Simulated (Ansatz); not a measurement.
Geometry optimisation, Ansatz 0.2.0, RKS revPBE-D4/6-31G.

input.yaml

```yaml
crystal:
  periodic: [false, false, false]
  atoms:
    - { symbol: Si, position_ang: [-0.997194, 0.803731, 0.483921] }
    - { symbol: O, position_ang: [-0.73263, -0.697219, -0.391694] }
    - { symbol: C, position_ang: [-1.157533, -1.988095, 0.181668] }
    - { symbol: H, position_ang: [-2.447672, 0.876193, 0.919829] }
    - { symbol: H, position_ang: [-0.570255, 1.94221, -0.384646] }
    - { symbol: Cl, position_ang: [0.106736, 0.838705, 2.401504] }
    - { symbol: H, position_ang: [1.266459, 0.173123, -1.024899] }
    - { symbol: C, position_ang: [1.900212, 1.030735, -0.824897] }
    - { symbol: H, position_ang: [-0.538086, -2.242708, 1.059048] }
    - { symbol: H, position_ang: [-1.004209, -2.733269, -0.611552] }
    - { symbol: H, position_ang: [-2.222027, -1.975007, 0.477685] }
    - { symbol: H, position_ang: [1.552977, 1.904311, -1.398334] }
    - { symbol: H, position_ang: [2.932776, 0.798326, -1.136013] }
    - { symbol: H, position_ang: [1.910448, 1.268963, 0.248479] }
basis:
  gaussian: { orbitals: "6-31G" }
hamiltonian:
  xc: revpbe
  dispersion: d4
relax:
  f_tol: 0.03
  max_steps: 50
```

Run as:

```bash
$ ansatz run input.yaml --threads 1 --pin off --max-ram 2048MiB --backend cpu --events-out ev --progress --plain --runs-dir out
```

**Question.** Where does it end, and by what steps?

**Answer.** The run converged. Limits of this set-up: no polarisation functions. After 5 steps the energy has fallen by 0.125 eV; H14 moved furthest, 0.34 Å.

```csv
step,energy less start (eV),largest force component (eV/Å),accepted
0,0.0000,0.761,yes
1,-0.1082,0.236,yes
2,-0.0569,1.042,no
3,-0.1226,0.074,yes
4,-0.1240,0.049,yes
5,-0.1248,0.030,yes
```

```xyz
14
Properties=species:S:1:pos:R:3
Si -1.262 0.770 0.597
O -0.907 -0.672 -0.307
C -1.220 -2.014 0.216
H -2.715 0.812 1.024
H -0.814 1.913 -0.262
Cl -0.120 0.826 2.492
H 1.470 0.260 -1.117
C 2.182 1.084 -0.950
H -0.563 -2.258 1.068
H -1.032 -2.714 -0.610
H -2.278 -2.088 0.531
H 1.853 1.974 -1.511
H 3.185 0.786 -1.296
H 2.221 1.321 0.125
```

Whether the end is a true minimum wasn't checked by a vibrational analysis.

Time of the run: 31 s on 1 thread of Arm Neoverse V1, with other jobs on the host, peak memory 0.17 GiB.
